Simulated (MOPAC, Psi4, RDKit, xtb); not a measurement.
Two geometries of C₂H₅BO₄, SMILES OC(=O)CB(O)O, relaxed at B3LYP-D3(BJ)/def2-SVP with one dihedral held; other torsions can differ between them too.

Structure A

```
12

O      0.9652    -0.5525     1.8547
C      1.0888    -0.6874     0.6505
O      2.2236    -1.1581     0.1164
C      0.0258    -0.3733    -0.3628
B     -1.0591     0.6901     0.1333
O     -1.8571     1.2544    -0.8146
O     -1.2091     1.0076     1.4406
H      2.8325    -1.3358     0.8551
H     -0.5162    -1.3189    -0.5591
H      0.4814    -0.0982    -1.3251
H     -2.4949     1.8652    -0.4204
H     -0.5469     0.5257     1.9767
```

Structure B

```
12

O      1.0374    -0.4709     1.9380
C      1.1135    -0.7068     0.7528
O      2.1276    -1.4690     0.3044
C      0.1385    -0.1971    -0.2883
B     -1.0655     0.6882     0.2830
O     -1.9594     1.1628    -0.6289
O     -1.2001     0.9634     1.5982
H      2.0633    -1.5740    -0.6557
H     -0.2714    -1.0533    -0.8545
H      0.6938     0.4002    -1.0354
H     -2.6506     1.6885    -0.2031
H     -0.4643     0.5460     2.0951
```

**Question.** Which is lower in energy at the level DF-MP2 (frozen core)/cc-pVTZ // B3LYP-D3(BJ)/def2-SVP in Psi4, and by how much?

**Answer.** A is lower, by 19.08 kJ/mol (dihedral O1–C2–O3–H8: 0° in A, 180° in B).

E(B) − E(A) in kJ/mol at the other levels, on the same two geometries: PBE0/def2-TZVP // B3LYP-D3(BJ)/def2-SVP (Psi4) 18.80; PBE0-D3(BJ)/def2-TZVP // B3LYP-D3(BJ)/def2-SVP (Psi4) 18.60; PBE/def2-TZVP // B3LYP-D3(BJ)/def2-SVP (Psi4) 17.71; PBE-D3(BJ)/def2-TZVP // B3LYP-D3(BJ)/def2-SVP (Psi4) 17.44; HF/cc-pVTZ // B3LYP-D3(BJ)/def2-SVP (Psi4) 21.84; UFF // B3LYP-D3(BJ)/def2-SVP (RDKit) 31.61; PM7, restricted, heats of formation // B3LYP-D3(BJ)/def2-SVP (MOPAC) 27.78; PM6, restricted, heats of formation // B3LYP-D3(BJ)/def2-SVP (MOPAC) 25.01; GFN1-xTB // B3LYP-D3(BJ)/def2-SVP (xtb) 29.91.
